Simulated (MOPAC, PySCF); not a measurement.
CH$_{5}$BSi, SMILES `[H]/B=C\[SiH3]`, neutral singlet in the gas phase. 

Cartesian coordinates (Å):
```xyz
8

B      1.5884     0.1290     0.0522
C      0.6131    -0.8264     0.0169
Si    -0.9561     0.1620    -0.0304
H      2.3380     1.0316     0.0798
H      0.5782    -1.9052     0.0109
H     -0.5886     1.6071    -0.0128
H     -1.8255    -0.1039     1.1467
H     -1.7474    -0.0943    -1.2633
```
Charge 0, spin multiplicity 1.

All levels are single points at this geometry (r2SCAN-D4/def2-TZVP); Pople sets use spherical d functions. Orbital energies aren't observables, and empty levels follow the basis.

| level | HOMO (eV) | LUMO (eV) | gap (eV) | dipole (D) | vertical IE, Delta-SCF (eV) |
|---|---|---|---|---|---|
| r2SCAN-D4/def2-TZVP in PySCF | -6.20 | -1.89 | 4.31 | 0.78 | 9.15 |
| M06-2X/6-31G* in PySCF | -7.95 | 0.12 | 8.06 | 0.81 | – |
| PBE/6-31G* in PySCF | -5.70 | -1.90 | 3.80 | 0.67 | 9.02 |
| HF/3-21G in PySCF | -9.30 | 2.80 | 12.09 | 0.89 | – |
| HF/6-31G* in PySCF | -9.25 | 2.94 | 12.18 | 1.16 | 7.91 |
| PM6 in MOPAC | -9.24 | 0.21 | 9.45 | 1.58 | – |
